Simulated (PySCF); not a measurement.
Species: C6H13N.
InChI=1S/C6H13N/c1-6(2,3)5-7-4/h4-5H2,1-3H3

Method: TDDFT CAM-B3LYP/def2-SVPD, vertical, gas phase, core orbitals frozen in the response in PySCF. Geometry: GFN2-xTB, one conformer, isolated molecule. Torsions of this conformer, `[CH2:1]=[N:2][CH2:3][C:4]([CH3:5])([CH3:6])[CH3:7]`: C1–N2–C3–C4 -124°, N2–C3–C4–C5 64°.

Problem. Predict the UV-vis stick spectrum at this level.

Solution. 

```csv
state,E (eV),ν̃ (cm⁻¹),f,"main configurations (H = HOMO, L = LUMO)"
S1,4.86,39180,0.0011,H→L (96%)
S2,7.24,58400,0.041,"H→L+1 (64%), H→L+2 (24%)"
S3,7.66,61800,0.230,H-1→L (89%)
S4,7.96,64230,0.0091,"H→L+2 (55%), H→L+5 (15%), H→L+1 (14%)"
S5,8.11,65410,0.016,"H-2→L (61%), H-4→L (17%)"
S6,8.27,66670,0.089,H→L+3 (66%)
S7,8.41,67810,0.028,"H-1→L+1 (60%), H→L+4 (18%)"
S8,8.47,68290,0.023,"H→L+4 (44%), H-1→L+1 (21%)"
```

Triplets, Tamm–Dancoff:

```
state  E (eV)  λ (nm)  main configurations (H = HOMO, L = LUMO)
   T1    4.05   306.0                                 H→L (93%)
   T2    4.97   249.7                  H-1→L (68%), H-4→L (18%)
   T3    7.05   176.0                  H→L+1 (67%), H→L+2 (24%)
```

The lowest singlet lies at 4.86 eV (255 nm, ultraviolet) and is very weak; its leading configuration is HOMO→LUMO (96%). The most intense listed level is S3 at 7.66 eV (162 nm, f = 0.230), 2.80 eV above S1. Löwdin shares by element: HOMO nitrogen 57%, carbon 23% or more, hydrogen 6% or more; LUMO carbon 35% or more, nitrogen 33%, hydrogen 18% or more. Orbital energies (eV): HOMO-3 -10.61, HOMO-2 -10.45, HOMO-1 -9.81, HOMO -8.62, LUMO 0.81, LUMO+1 1.37, LUMO+2 1.91. Weighted by f, the mean energy of these states is 7.85 eV. The oscillator strengths of these states sum to 0.437; summed over the whole spectrum of an exact calculation they would give the number of electrons, 56 (Thomas–Reiche–Kuhn). Singlets were solved by full linear response, triplets in the Tamm–Dancoff approximation.
